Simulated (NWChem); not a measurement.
System: SbI2, doublet; SMILES [I][Sb][I]

In the optimisation the excess spin sits in b2 (C2v, its own frame). The spin multiplicity was typed, not searched, and may not be the lowest. def2 effective core potentials on Sb, I; no spin-orbit coupling.

Q: Give the equilibrium geometry at PBE-D3(BJ)/def2-SVP with def2 effective core potentials on Sb, I, spin-unrestricted (NWChem) as a list of bonds and angles, with the point group.

A: point group C2v; any orientation.
Bond lengths (Å): Sb1–I2 2.745, Sb1–I3 2.745. Angles (°): I2–Sb1–I3 102.0.
